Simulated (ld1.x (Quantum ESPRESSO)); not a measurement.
What the settings do to the RRKJ potential of titanium (Ti)

Base potential:

```
Element                 : Ti (Z = 22)
Generator               : ld1.x (Quantum ESPRESSO) 7.5
Type                    : norm-conserving RRKJ (Kleinman–Bylander form)
Functional              : LDA (PZ)
Relativity              : scalar-relativistic
Frozen core             : [Ar]
Valence charge          : 4
Reference configuration : 3d2 4s1 4p0 (charge +1)
Partial waves           : 4s (bound): rc 2.80 bohr; 4p (bound, empty): rc 2.30 bohr; 3d (bound): rc 1.95 bohr
Local potential         : the d channel
Core correction         : none
rho0                    : 0.02
```

All-electron outer shells of the reference configuration (LDA (PZ), scalar-relativistic, ld1.x):

```csv
shell,level (eV),outermost node (bohr),outermost maximum (bohr)
3p,-46.15,0.37,0.90
3d,-11.64,–,0.97
4s,-10.60,1.24,2.74
4p,-6.78,1.37,3.31
```

Cutoffs, loose and tight: the cutoffs (Ry, on a coarse ladder) from which the occupation-weighted sum of valence levels, in a spherical-Bessel basis at the reference potential, stays within 10 and 1 mRy of its value at 400 Ry. They do not see the model core or the augmentation charge, which bear on the density cutoff. Test errors are all-electron minus pseudo excitation energies from the reference, over the configurations 3d2 4s2 4p0; 3d2 4s0 4p0; 3d1 4s0 4p0; 3d2 4s1.5 4p0; 3d2.5 4s1.5 4p0; 3d1 4s2 4p1; 3d2 4s0 4p2 (two spin-polarised tests are not counted in the largest error). A dash means not determined; rows that change the core or the reference have their own tests. The largest error is taken over the tests solved by every variant that gives reliable tests at all: 3d1 4s0 4p0; 3d2 4s0 4p0; 3d2 4s1.5 4p0; 3d2 4s2 4p0; 3d2.5 4s1.5 4p0.

A true bound ghost makes a file unfit for plane-wave use even where its test errors are small: the radial tests pick states by their node count and pass the ghost by. Where a test does run into it, the solver fails or the error is huge.

| change | outcome | cutoff, loose | cutoff, tight | bound ghosts | largest test error (meV) |
| --- | --- | --- | --- | --- | --- |
| base | generated | 55 Ry | 70 Ry | s, p | +145 |
| wave 3d (bound): rc 1.95 bohr becomes 3d (bound): rc 1.24 bohr | generated | 110 Ry | 140 Ry | s, p | +65 |
| wave 3d (bound): rc 1.95 bohr becomes 3d (bound): rc 1.46 bohr | generated | 80 Ry | 100 Ry | s, p | +79 |
| wave 3d (bound): rc 1.95 bohr becomes 3d (bound): rc 1.58 bohr | generated | 70 Ry | 90 Ry | s, p | +90 |
| wave 3d (bound): rc 1.95 bohr becomes 3d (bound): rc 1.96 bohr | generated | 50 Ry | 60 Ry | s, p | +156 |
| wave 3d (bound): rc 1.95 bohr becomes 3d (bound): rc 2.20 bohr | generated | 45 Ry | 55 Ry | s, p | +210 |
| wave 3d (bound): rc 1.95 bohr becomes 3d (bound): rc 2.34 bohr | generated | 40 Ry | 50 Ry | s, p | +264 |
| wave 3d (bound): rc 1.95 bohr becomes 3d (bound): rc 2.72 bohr | generated | 35 Ry | 40 Ry | s, p | +420 |
| wave 3d (bound): rc 1.95 bohr becomes 3d (bound): rc 2.94 bohr | generated | 30 Ry | 35 Ry | s | +526 |

What comes out with this change to the base: wave 3d (bound): rc 1.95 bohr becomes 3d (bound): rc 1.80 bohr?

outcome: generated; cutoff, loose: 60 Ry; cutoff, tight: 70 Ry; bound ghosts: s, p; largest test error (meV): +119.

What comes out with this change to the base: wave 3d (bound): rc 1.95 bohr becomes 3d (bound): rc 2.54 bohr?

outcome: generated; cutoff, loose: 35 Ry; cutoff, tight: 45 Ry; bound ghosts: s, p; largest test error (meV): +334.

Reading the sweep of the d radius (base included, trends over the rows without a ghost): Bound ghosts are found at 1.24, 1.46, 1.58, 1.8, 1.95, 1.96, 2.2, 2.34, 2.54, 2.72, 2.94 bohr. Every judged row has one, so this setting neither creates nor removes them.
